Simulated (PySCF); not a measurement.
C₅H₉O₂, doublet (typed; the unrestricted solution is spin-contaminated), geometry from GFN2-xTB, with bond 8-1 at 1.6 times its length. Base run: DF-HF/6-31G* (PySCF).

Here is a job for PySCF.
```python
from pyscf import gto, scf

mol = gto.M(
    atom='''
C    -1.932261   -0.878778   -1.083091
C    -1.166158   -0.145119   -0.070819
C    -1.756329    1.225645    0.265265
O     0.190738    0.013076   -0.546600
C     1.176831   -0.116732    0.339642
C     2.519782    0.059011   -0.321145
O     1.009767   -0.361915    1.506182
H    -1.158580   -2.074603   -2.036379
H    -2.960935   -0.642488   -1.260838
H    -1.085496   -0.723274    0.873416
H    -1.769976    1.850926   -0.624065
H    -2.770125    1.104729    0.635054
H    -1.156159    1.710253    1.031546
H     2.905722   -0.924502   -0.582955
H     2.419937    0.652109   -1.224517
H     3.210519    0.524972    0.375494
''',
    basis='6-31g*',
    charge=0,
    spin=1,
    verbose=4,
)

mf = scf.UHF(mol)
mf = mf.density_fit(auxbasis='def2-universal-jkfit')
mf.kernel()
mf.analyze()
```

Each row names what was changed in the base input (with any setting that the change needs).

```tsv
change	ΔE vs base (mEh)	SCF cycles	<S^2>	outcome
base	0.000	19	1.102	converged
diis_space = 12	0.000	18	1.102	converged
solver = newton; init_guess = 1e	0.000	-	1.102	converged
init_guess = atom	0.000	17	1.102	converged
level_shift = 1.0 (with mf.max_cycle = 100)	0.000	32	1.102	converged
level_shift = 0.1 (with mf.max_cycle = 100)	0.000	20	1.102	converged
solver = newton	0.000	-	1.102	converged
diis_space = 4	0.000	18	1.102	converged
conv_tol = 1e-4	0.001	12	1.098	converged
init_guess = mod_huckel	0.000	18	1.102	converged
diis = off (with mf.max_cycle = 100)	0.000	49	1.102	converged
DIIS = ADIIS	0.000	48	1.102	converged
level_shift = 0.5 (with mf.max_cycle = 100)	-	100	-	not converged
```

Open shells are given as the SCF converged; they aren't shown to be the lowest states, and a large step between rows can be another state.
